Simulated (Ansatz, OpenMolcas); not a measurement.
## GaBr (SMILES [Ga][Br]): methods side by side

The species is GaBr (2 atoms), meant as a singlet with charge 0. SMILES: `[Ga][Br]`. Geometry: relaxed at PBE0-D4/def2-TZVP.

```xyz
2

Ga    0.0000    0.0000    0.0138
Br    0.0000    0.0000    2.3881
```

Quantity: the electronic atomisation energy, in eV. The values are calculated. Electronic energies at fixed atoms, without zero-point motion or spin-orbit coupling.

| level | kind | program | value (eV) |
| --- | --- | --- | --- |
| PBE/aug-cc-pVTZ | GGA | OpenMolcas | 4.47 |
| revPBE/aug-cc-pVTZ | GGA | Ansatz | 4.26 |
| M06-L/aug-cc-pVTZ | meta-GGA | OpenMolcas | 4.41 |
| BHLYP/aug-cc-pVTZ | global hybrid | Ansatz | ? |
| PBE0/aug-cc-pVTZ | global hybrid | OpenMolcas | 4.37 |
| r2SCAN0/aug-cc-pVTZ | hybrid meta-GGA | Ansatz | ? |
| B2PLYP/aug-cc-pVTZ | double hybrid | Ansatz | 4.36 |
| CCSD/aug-cc-pVTZ | coupled cluster or CI | Ansatz | 4.28 |

Problem. Estimate what the levels marked ? give.

Solution. As computed at these levels: BHLYP/aug-cc-pVTZ: 4.13 eV; r2SCAN0/aug-cc-pVTZ: 4.34 eV. All-electron rows without a relativistic Hamiltonian named are non-relativistic. The values span 4.13 to 4.47 eV. In the correlated wave-function rows the outer d shell of Br, Ga is correlated, in sets not made for it.
